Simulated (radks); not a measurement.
Mo19+, 23 electrons, occupied as [Ar] 3d5.

Method: scalar-relativistic Kohn-Sham, BLYP, spin-polarised, spherical densities, finite nucleus; open shells are filled with parallel spins first (spin-orbit coupling, left out, can overturn this in heavy ions); Fermi nuclear charge, rms radius 4.4091 fm; computed with a radial shooting solver on a logarithmic mesh with Libxc functionals.

Energy parts (hartree):
part                       energy
total                 -3861.58712
kinetic                3987.82183
electron-nucleus      -8754.14136
Hartree                1008.18176
exchange-correlation   -103.44934

Orbitals (lengths in bohr, moments of r in powers of bohr; <r^-3> diverges for s and p1/2; r(max) is where P^2 peaks; r(90%) holds 90 % of the orbital's charge):
orbital,occ.,eigenvalue (hartree),<r^-3>,<r^4>,r(max),r(90%)
1s up,1,-752.5042,-,7.208e-06,0.02287,0.0630
1s down,1,-752.5013,-,7.206e-06,0.02287,0.0630
2s up,1,-126.7208,-,0.001311,0.1295,0.237
2s down,1,-126.3314,-,0.001302,0.1293,0.236
2p up,3,-115.8779,2561,0.0009371,0.1035,0.217
2p down,3,-115.5854,2573,0.0009276,0.1033,0.217
3s up,1,-38.43840,-,0.05198,0.3711,0.591
3s down,1,-37.94906,-,0.05298,0.3720,0.594
3p up,3,-34.89355,504.0,0.05278,0.3614,0.595
3p down,3,-34.39346,495.0,0.05406,0.3626,0.599
3d up,5,-29.49371,70.97,0.04351,0.2995,0.570
3d down,0,-28.90979,70.12,0.04534,0.3014,0.576

The highest occupied level is 3d up at -802.56 eV. Spin moment in Bohr magnetons: 5. The spin density at the nucleus is -6.87 e/bohr^3 (1s -0.81, 2s -20.35, 3s 14.30). Summed over all electrons, <r^2> = 2.460 bohr^2, which gives a Langevin (diamagnetic) susceptibility term of -1.95 x 10^-6 cm^3/mol. For comparison, the ionisation energy in NIST's Atomic Spectra Database is 829 eV (theoretical). In exact Kohn-Sham theory the highest level is minus the ionisation energy, but local and semilocal functionals leave it too shallow, through self-interaction and a potential that decays too fast; potentials with the right tail come closer. The density falls to 0.001 e/bohr^3 at r = 1.20 bohr.
